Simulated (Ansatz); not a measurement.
Consider the substitution at a C–C bond: `O=C[CH2][GeH3]` + `CB(C)O` → `CB(C)OC=O` + `[CH3][GeH3]`.

Program: Ansatz. Geometries: PBE0-D4/def2-TZVP. ΔE: electronic, gas phase. CCSD(T)/CBS is the MP2 limit (def2-TZVPP, def2-QZVPP) plus CCSD(T) − MP2 in def2-TZVPP, frozen cores. DFT in def2-TZVPP. B3LYP here is the variant with VWN-RPA as its local correlation; programs differ in this. For Ge outer-core shells are correlated without core-valence functions, which leaves a few kJ/mol of doubt a bond. Scalar relativity is left out up to krypton. Each species was taken in one conformer, which may not be the lowest.

| level | ΔE (kJ/mol) |
| --- | --- |
| B3LYP-D4 | -14.4 |
| HF/def2-TZVPP | -21.8 |

(1) What does CCSD(T)/CBS give? (An estimate is asked.)

Largest T1 diagnostic among the species: 0.014.

Results:

(1) Ansatz gave: -8.2 kJ/mol. The listed levels differ from it by -6.2, -13.6 kJ/mol.

In def2-TZVPP, CCSD(T) changes the Hartree–Fock value by +10.6 kJ/mol (the triples alone add −0.2 kJ/mol) and MP2 by +12.5 kJ/mol.
